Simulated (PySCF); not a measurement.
A GIAO shielding run with PySCF 2.14.0 with density-fitted response routines (density fitting, non-relativistic, gas phase) on SMILES C[Si@H]([SiH2]O[SiH3])S[SiH3], CH$_{12}$OSSi$_{4}$:

```
$ OMP_NUM_THREADS=1 python probes_run.py task.json out

{"job": {"kind": "nmr", "xc": "PBE0", "basis": "pcSseg-1"}, "charge": 0, "multiplicity": 1}
C      0.509988     1.482388     1.109974
Si     0.374308     0.919810    -0.709555
Si    -0.604179    -1.158995    -0.941278
O     -2.141549    -0.936281    -0.473923
Si    -3.720364    -0.590646    -0.422045
S      2.379129     0.952523    -1.575197
Si     3.549045    -0.320136    -0.329049
H     -0.477722     1.613507     1.543204
H      1.038647     0.746992     1.713447
H      1.043209     2.425799     1.200394
H     -0.209785     2.026504    -1.480710
H     -0.637129    -1.709285    -2.300847
H     -0.124186    -2.213999    -0.036893
H     -3.941872     0.563110    -1.292144
H     -3.984524    -0.284154     0.981288
H     -4.444211    -1.770975    -0.886404
H      3.858688     0.378545     0.914120
H      4.742166    -0.585977    -1.112401
H      2.780538    -1.529480    -0.047695
```

Hardware: 1 thread of an Arm Neoverse V1, shared host. The job also computes population analyses, field gradients.

Task: How large is the calculation?

Result: 98 electrons, 214 basis functions and 1233 auxiliary functions.

Task: How long does it take, and how much memory does it need?

Result: 81 s of wall time, with 12 SCF cycles and 4 response iterations; peak memory 0.93 GiB. Times on a shared host scatter by some tens of per cent.
